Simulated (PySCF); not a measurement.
Cartesian coordinates in Å; atom numbers follow the order of the lines, from 1:
```xyz
15

C    -2.164    0.535    1.041
C    -0.900    0.196    1.231
P     0.068   -0.947    0.193
C    -0.741   -0.695   -1.449
C     1.462    0.231   -0.079
F     1.180    1.455   -0.570
C     2.721   -0.085    0.189
F     3.062   -1.273    0.670
F     3.792    0.679    0.031
H    -2.686    1.175    1.734
H    -2.733    0.196    0.191
H    -0.367    0.531    2.114
H    -0.903    0.363   -1.647
H    -1.691   -1.226   -1.451
H    -0.105   -1.127   -2.220
```

- σ from GIAO-PBE0/pcSseg-1
- GFN2-xTB geometry
- program: PySCF 2.14.0 with density-fitted response routines
- no relativistic terms, averaged over atoms made equivalent by symmetry, fast rotation or ring inversion, a single conformation, gas phase

Chemical shifts δ = σref − σ; ¹³C against TMS, all at this level.

Do the ¹³C shifts follow the atomic charges (in e)? Tabulate both.

Results:


```tsv
atoms	hybridisation	δ (ppm)	σ para (ppm)	Hirshfeld	IAO	Mulliken	ESP-fitted
C7	sp2	169.7	-234	+0.15	+0.52	+0.57	+0.51
C2	sp2	148.7	-224	-0.10	-0.34	-0.41	-0.02
C5	sp2	138.2	-208	-0.02	-0.02	-0.12	-0.07
C1	sp2	130.3	-197	-0.09	-0.31	-0.14	-0.33
C4	sp3	9.3	-76	-0.16	-0.61	-0.49	-0.27
```

Correlation coefficients of δ with charge over these carbons: Hirshfeld +0.70, IAO +0.73, Mulliken +0.63, ESP-fitted +0.59; with the paramagnetic shielding -1.00. Among the 4 sp2 carbons alone: Hirshfeld +0.83, IAO +0.81, Mulliken +0.73, ESP-fitted +0.98. With so few points, grouped by hybridisation, these coefficients are fragile. Charge is one influence among several: hybridisation and low-lying excitations act through the paramagnetic term.

Shifts are as computed. Against solution values, carbons near 30 ppm lie about +3 ppm off and those near 130 ppm about +5 ppm. Of 1211 compounds with measured shifts, 218 miss one by over three times the rms of a fit or turn the order of signals round; such compounds aren't used in these exercises.
